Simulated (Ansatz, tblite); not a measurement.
Forces on `SC#Cc1ccc(C#Cc2ccc(C#Cc3ccc(S)cc3)cc2)cc1` at its r2SCAN-D4/def2-SVP geometry. Charge 0, multiplicity 1.

The xTB rows come from tblite. Single mean-field runs in def2-TZVP are fitted with def2-universal-jkfit.

GFN1-xTB (tblite), largest force 1.51 eV/Å:

```xyz
40
positions Å, forces eV/Å
S     5.606   -5.151   -9.260    0.035    0.390   -0.478
C     4.806   -4.325   -8.034   -0.682    0.617    1.192
C     4.240   -3.818   -7.071    0.545   -0.501   -0.940
C     3.577   -3.221   -5.970   -0.215    0.208    0.325
C     3.161   -1.869   -6.020    0.021   -0.203    0.109
C     2.510   -1.287   -4.941   -0.005   -0.168    0.140
C     2.249   -2.029   -3.765    0.234   -0.202   -0.374
C     1.586   -1.433   -2.663   -0.548    0.490    0.908
C     1.012   -0.919   -1.709    0.549   -0.490   -0.908
C     0.351   -0.324   -0.607   -0.245    0.197    0.380
C     0.125   -1.056    0.584    0.008    0.185   -0.157
C    -0.522   -0.473    1.664   -0.042    0.223   -0.082
C    -0.974    0.867    1.602    0.226   -0.210   -0.386
C    -1.634    1.463    2.705   -0.538    0.492    0.910
C    -2.202    1.979    3.661    0.538   -0.486   -0.901
C    -2.857    2.576    4.767   -0.233    0.202    0.389
C    -3.039    1.866    5.976    0.011    0.129   -0.153
C    -3.679    2.451    7.062   -0.028    0.204   -0.134
C    -4.162    3.770    6.978    0.058   -0.030   -0.125
S    -4.985    4.585    8.310    0.267   -0.669   -0.009
C    -3.988    4.487    5.779    0.057   -0.196    0.054
C    -3.348    3.901    4.695    0.047   -0.166    0.057
C    -0.752    1.598    0.409    0.002   -0.179    0.160
C    -0.104    1.016   -0.670    0.050   -0.215    0.086
C     2.667   -3.380   -3.716   -0.034    0.199   -0.083
C     3.316   -3.964   -4.794   -0.003    0.190   -0.128
H     5.599   -4.152  -10.179   -0.018   -0.419    0.448
H     3.357   -1.285   -6.922   -0.059   -0.151    0.249
H     2.194   -0.243   -4.992    0.089   -0.280   -0.002
H     0.470   -2.091    0.643   -0.102    0.287   -0.002
H    -0.689   -1.047    2.579    0.051    0.147   -0.262
H    -2.667    0.841    6.052   -0.107    0.282   -0.008
H    -3.805    1.878    7.986    0.025    0.187   -0.262
H    -4.914    3.560    9.187   -0.038    0.416   -0.333
H    -4.360    5.513    5.700    0.109   -0.328    0.050
H    -3.218    4.467    3.768   -0.041   -0.146    0.260
H    -1.097    2.633    0.350    0.100   -0.288    0.001
H     0.063    1.590   -1.585   -0.054   -0.147    0.262
H     2.472   -3.963   -2.813    0.059    0.145   -0.251
H     3.632   -5.009   -4.744   -0.088    0.286   -0.002
```

GFN2-xTB (tblite), largest force 1.85 eV/Å:

```
S 0.075 0.103 -0.300
C -0.853 0.841 1.405
C 0.547 -0.559 -0.889
C -0.208 0.227 0.286
C 0.015 -0.226 0.144
C 0.010 -0.212 0.141
C 0.215 -0.183 -0.343
C -0.556 0.498 0.923
C 0.558 -0.498 -0.922
C -0.226 0.179 0.348
C -0.008 0.229 -0.155
C -0.033 0.245 -0.123
C 0.209 -0.194 -0.357
C -0.547 0.500 0.926
C 0.545 -0.493 -0.912
C -0.217 0.189 0.361
C -0.022 0.206 -0.145
C -0.030 0.213 -0.138
C 0.371 -0.296 -0.676
S 0.073 -0.366 0.188
C 0.095 -0.239 -0.002
C 0.040 -0.193 0.101
C 0.018 -0.222 0.159
C 0.041 -0.236 0.128
C -0.024 0.227 -0.126
C -0.007 0.213 -0.141
H -0.048 -0.183 0.298
H -0.076 -0.225 0.344
H 0.120 -0.396 0.014
H -0.134 0.399 -0.020
H 0.063 0.218 -0.355
H -0.152 0.405 -0.017
H 0.034 0.252 -0.354
H -0.005 0.254 -0.251
H 0.146 -0.461 0.089
H -0.054 -0.220 0.369
H 0.132 -0.400 0.020
H -0.066 -0.219 0.355
H 0.077 0.217 -0.348
H -0.117 0.405 -0.025
```

r2SCAN-D4/def2-TZVP (Ansatz), largest force 0.71 eV/Å:

```
S -0.178 0.320 0.126
C -0.288 0.275 0.534
C 0.298 -0.292 -0.531
C -0.035 0.027 0.047
C -0.010 -0.010 0.042
C 0.017 -0.047 -0.012
C 0.036 -0.024 -0.042
C -0.329 0.293 0.543
C 0.329 -0.291 -0.541
C -0.047 0.014 0.044
C -0.009 0.052 0.007
C 0.015 0.020 -0.044
C 0.026 -0.030 -0.051
C -0.324 0.298 0.550
C 0.330 -0.297 -0.550
C -0.042 0.036 0.056
C -0.018 0.046 0.006
C 0.001 0.036 -0.039
C 0.111 -0.095 -0.199
S 0.102 -0.251 -0.009
C 0.018 -0.057 0.015
C 0.001 -0.024 0.034
C 0.021 -0.045 -0.006
C -0.004 -0.013 0.047
C 0.011 0.015 -0.047
C -0.014 0.040 0.013
H -0.003 -0.153 0.151
H -0.056 -0.175 0.264
H 0.091 -0.308 0.017
H -0.102 0.312 -0.023
H 0.046 0.176 -0.275
H -0.108 0.305 -0.029
H 0.035 0.179 -0.279
H -0.010 0.156 -0.136
H 0.109 -0.307 0.027
H -0.036 -0.173 0.274
H 0.101 -0.313 0.022
H -0.048 -0.177 0.274
H 0.056 0.174 -0.265
H -0.091 0.308 -0.017
```
